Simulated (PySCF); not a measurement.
**[CeO2]-, doublet: data card**

Method: UPBE0 in PySCF with Ce def2-SVP with ECP28, O def2-SVP; scalar-relativistic core potentials, no spin–orbit coupling; density-fitted integrals.

The structure is a minimum.

```xyz
3
charge -1 multiplicity 2, angstrom
Ce    0.0000    0.0000   -0.1858
O     1.5323    0.0000    0.7978
O    -1.5323    0.0000    0.7978
```

```
Point group                                                                   : C2v
Bond lengths                                                                  : Ce–O 1.821 Å (×2)
Bond angles                                                                   : O–Ce–O 114.6°
Zero-point energy                                                             : 10.6 kJ/mol
Spin squared ⟨S²⟩                                                             : 0.751
Lowest empty level (β)                                                        : 2.47 eV
Dipole moment about the centre of mass                                        : 0.70 D
Rotational constants                                                          : 0.6693, 0.2244, 0.1681 cm⁻¹
Rotational symmetry number                                                    : 2
Principal quadrupole moments (Buckingham, traceless) about the centre of mass : -10.01, -3.84, 13.85 D Å
Enthalpy at 298.15 K above 0 K                                                : 11.99 kJ/mol
Principal polarisabilities                                                    : 100.5, 152.1, 279.7 bohr³
Entropy at 298.15 K and 1 bar (electronic part: spin only)                    : 284.9 J/(mol K)
Highest occupied level (α)                                                    : 0.80 eV
Heat capacity Cp at 298.15 K                                                  : 46.5 J/(mol K)
```

Harmonic modes (masses in u: Ce 139.905, O 15.995):
| symmetry | ω (cm⁻¹) | IR (km/mol) | μ (u) | type |
| --- | --- | --- | --- | --- |
| a1 | 151 | 24.5 | 17.87 | bend |
| b2 | 787 | 201 | 18.25 | stretch |
| a1 | 840 | 153 | 17.01 | stretch |

In C2v the vibrations span 2a1 + b2. Here b1 is antisymmetric to the molecular plane and b2 lies in it.

Charges (e):
```
atom  Mulliken  Löwdin  polar tensor  spin (Mulliken)  Mayer order to Ce1
 Ce1     -0.15   -0.72          0.42             1.02                   –
O2,3     -0.43   -0.14         -0.71            -0.01                2.26
```

Mulliken populations on Ce1 (electrons outside its core potential): s 4.78, p 12.40, d 11.86, f 1.07.

Outer orbital energies (eV). α occupied: -13.98, -4.51, -4.21, -4.19, -3.42, -2.67, -2.22, 0.80; empty: 3.22, 3.60, 3.62, 3.73. β occupied: -15.37, -13.96, -4.50, -4.21, -4.19, -3.43, -2.67, -2.21; empty: 2.47, 3.65, 3.66, 3.76.

The highest occupied level lies above zero, a sign of self-interaction error or too small a basis; response properties are unreliable. Other isomers or separated fragments may lie lower. Other spin states or occupations of the open shell can lie lower. The pruned grid is coarse for the open f shell: energies are uncertain by about 2 kJ/mol and soft modes are noisy. The lowest empty level of this anion is unbound, so it and the gap depend on the basis. The basis has no diffuse functions, which an anion would want. With an element this heavy the missing spin–orbit coupling can shift these numbers.

The final relaxation and frequency run took about 2.7 core-minutes on a shared host.
